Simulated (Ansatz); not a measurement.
`[F][GaH][GaH2]` + arsine → `[GaH2][AsH2]` + `[F][GaH2]` at 298.15 K and 1 bar (cleavage of the Ga–Ga bond).

Calculated with Ansatz (gas phase, PBE0-D4/def2-TZVP geometries, no zero-point term in ΔE). CBS: MP2 limit from def2 TZ/QZ plus the TZ coupled-cluster correction, frozen cores. For As, Ga outer-core shells are correlated without core-valence functions, which leaves a few kJ/mol of doubt a bond. Scalar relativity is left out up to krypton.

```json
{"species": "`[F][GaH][GaH2]`", "CCSD(T)/CBS energy (Eh)": "-3949.49740", "H − E (kJ/mol)": "75.9", "S (J/(mol·K))": "335.6"}
{"species": "`[AsH3]`", "CCSD(T)/CBS energy (Eh)": "-2236.79077", "H − E (kJ/mol)": "67.8", "S (J/(mol·K))": "222.9"}
{"species": "`[GaH2][AsH2]`", "CCSD(T)/CBS energy (Eh)": "-4161.33979", "H − E (kJ/mol)": "90.7", "S (J/(mol·K))": "303.5"}
{"species": "`[F][GaH2]`", "CCSD(T)/CBS energy (Eh)": "-2024.95631", "H − E (kJ/mol)": "51.0", "S (J/(mol·K))": "253.1"}
```

H − E and S are ideal-gas, rigid-rotor, harmonic terms from PBE0-D4/def2-TZVP. 1 Eh = 2625.50 kJ/mol, R = 8.31446 J/(mol·K).

Question: By hand: ΔE, ΔH, ΔS and ΔG.

Answer: ΔE = (-4161.33979) + (-2024.95631) − (-3949.49740) − (-2236.79077) = -0.00793 Eh = -20.8 kJ/mol. Δ(H − E) = 90.7 + 51.0 − 75.9 − 67.8 = -2.0, so ΔH = -22.8 kJ/mol. ΔS = 303.5 + 253.1 − 335.6 − 222.9 = -1.9 J/(mol·K). ΔG = -22.8 − 298.15 × (-1.9)/1000 = -22.2 kJ/mol.

Question: By hand: the equilibrium constant, and the temperature at which ΔG would vanish if ΔH and ΔS stayed fixed.

Answer: log₁₀ K = −ΔG/(RT ln 10) = 3.9. ΔG = 0 at ΔH/ΔS = 12000 K, far beyond where these terms or the molecules hold.

The number of gas molecules stays the same, so ΔS is small and ΔH decides. A doubt of 5 kJ/mol in ΔE shifts log₁₀ K by 0.9 here. These are equilibria of isolated gas molecules and say nothing of rates. Largest T1 diagnostic: 0.014 (customary marks: 0.02 for closed shells, 0.045 for open ones).
